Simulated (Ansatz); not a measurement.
C2H6B2O (`BC(=C)BO`), charge 0, multiplicity 1.

**Question.** Give a relaxed structure at PBE0-D4/def2-TZVP (Ansatz). (An estimate is asked.)

**Answer.** Ansatz gave: 
Cartesian coordinates in Å:
```
B -0.095 -1.449 0.329
C 0.275 0.021 0.059
C 1.553 0.397 0.266
B -0.746 1.096 -0.440
O -2.044 0.798 -0.669
H -1.216 -1.858 0.168
H 0.732 -2.227 0.709
H 1.886 1.420 0.096
H 2.310 -0.303 0.613
H -0.414 2.233 -0.641
H -2.241 -0.128 -0.488
```
Point group Cs.
This is one stationary point; other conformers may exist.
